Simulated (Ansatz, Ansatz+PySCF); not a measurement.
| atom | x (Å) | y (Å) | z (Å) |
| --- | --- | --- | --- |
| F | 0.0000 | 0.0000 | -1.3764 |
| F | 0.0000 | 0.0000 | 1.3764 |

Basis set: STO-3G (spherical functions). Left uncorrelated: 2 orbitals. Charge 0, multiplicity 1.

Computed with Ansatz (development build ahead of 0.2.0); each method stands on the lowest determinant of its kind that the runs found. Restricted open shells among the atoms or ions are ROHF, correlated in semicanonical orbitals with singles. Restricted functionals stand beside restricted open-shell atoms, which can lie above the unrestricted atoms usual in DFT and then raise those values.

The atomization energy at this shape (free ground-state atoms in the same class of orbitals less the molecule, no zero-point energy) of singlet F2:

| method | atomization energy |
| --- | --- |
| PBE0 (unrestricted) | 0.20 kcal/mol |
| UHF-MP2 | 0.10 kcal/mol |
| UHF | 0.10 kcal/mol |
| RHF-MP2 | -0.93 kcal/mol |
| RHF | -242.81 kcal/mol |

Task: What does PBE0 (restricted) give?

Result: -91.95 kcal/mol. Caution: the shape is not the minimum. Caution for PBE0 (unrestricted), UHF-MP2, UHF: the unrestricted determinant is a mixture of spin states. Caution for PBE0 (restricted), RHF-MP2, RHF: an unrestricted determinant lies well below. Caution for PBE0 (restricted), RHF: the molecule lies well above its atoms at this level. Caution for UHF-MP2, RHF-MP2: large amplitudes, a single reference is doubtful. Caution for UHF-MP2, UHF: the determinant breaks the point group.

This basis has no polarisation functions and is too small for such energies, which can lie far from measured ones in either direction.
